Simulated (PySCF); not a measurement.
W(NH)(S)(OH)(NH2) (H4N2OSW), SMILES [NH]=[W]([NH2])(=[S])[OH], multiplicity 1. Atoms are numbered in the order given.

```xyz
9

W     -0.0428     0.0550    -0.1285
N      0.9697    -0.2523    -1.5139
H      1.7449    -0.7048    -1.9910
S      0.6275    -1.0194     1.6087
O     -1.8333    -0.4164    -0.5323
H     -2.1592    -0.6438    -1.4090
N      0.1309     1.9551     0.1959
H      0.5602     2.6131    -0.4465
H     -0.0529     2.3849     1.0989
```

Coordinates come from a PBE0-D3(BJ)/def2-SVP optimisation. The spin state was assumed, not searched. The structure was generated by enumeration; whether it is a known compound was not checked. The def2 effective core potentials stand for the cores of W; spin–orbit coupling is left out. The values are those of a single conformer.

The numbers are results of TDA-B3LYP/def2-SVPD run with PySCF, not measurements.

Vertical excitations. Isolated molecule, no solvent.

```
state  energy (eV)  λ (nm)      f                                                main pairs
-----  -----------  ------  -----  --------------------------------------------------------
S1            3.76     329  0.001                                            HOMO→LUMO 95 %
S2            4.06     305  0.001                        HOMO→LUMO+1 50 %, HOMO−1→LUMO 48 %
S3            4.28     290  0.011                                        HOMO−1→LUMO+1 89 %
S4            4.73     262  0.034      HOMO−2→LUMO 38 %, HOMO→LUMO+1 20 %, HOMO−1→LUMO 20 %
S5            4.82     257  0.020      HOMO−2→LUMO 58 %, HOMO→LUMO+1 11 %, HOMO−1→LUMO 10 %
S6            5.20     238  0.005  HOMO−2→LUMO+1 64 %, HOMO→LUMO+2 12 %, HOMO−1→LUMO+3 10 %
S7            5.30     234  0.023                        HOMO→LUMO+2 62 %, HOMO→LUMO+3 11 %
S8            5.36     231  0.002                        HOMO→LUMO+3 71 %, HOMO−3→LUMO 11 %
S9            5.37     231  0.009                                        HOMO−1→LUMO+2 76 %
S10           5.46     227  0.001                        HOMO−3→LUMO 55 %, HOMO→LUMO+4 35 %
T1            3.41     363      0                        HOMO−1→LUMO 73 %, HOMO→LUMO+1 12 %
T2            3.47     357      0                                            HOMO→LUMO 82 %
T3            3.69     336      0                        HOMO→LUMO+1 83 %, HOMO−1→LUMO 13 %
T4            3.93     316      0                                        HOMO−1→LUMO+1 90 %
```
Triplets are in the Tamm–Dancoff approximation.
